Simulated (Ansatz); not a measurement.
`CS[Si](Cl)(Cl)Cl`, relaxed with RKS PBE-D4/def2-SVP in Ansatz from a rough embedded geometry. The force threshold is 0.03 eV/Å; the program also tests the step.

Charge 0, multiplicity 1.

Start:

```xyz
9

C     0.196   -1.168   -1.188
S     0.834    0.484   -0.888
Si   -0.094    1.128    0.940
Cl   -2.025    1.203    0.777
Cl    0.545    3.012    1.447
Cl    0.406   -0.117    2.487
H     0.451   -1.823   -0.315
H    -0.901   -1.103   -1.224
H     0.587   -1.615   -2.037
```

By how much does the energy fall, and how many steps does the optimiser take? (Estimate.)

The calculation gave: 40.53 kJ/mol, in 7 steps.

Which bonds change most? (Estimate.)

The calculation gave: Si3–Cl4 from 1.939 to 2.070 Å; C1–H9 from 1.036 to 1.106 Å; C1–S2 from 1.796 to 1.842 Å; S2–Si3 from 2.149 to 2.120 Å.

Give the relaxed structure. (An estimate is asked.)

Ansatz gave: 
```xyz
9

C     0.162   -1.137   -1.099
S     0.897    0.540   -0.900
Si   -0.051    1.103    0.911
Cl   -2.114    1.104    0.735
Cl    0.610    2.994    1.370
Cl    0.406   -0.194    2.458
H     0.429   -1.785   -0.242
H    -0.938   -1.071   -1.206
H     0.599   -1.553   -2.026
```
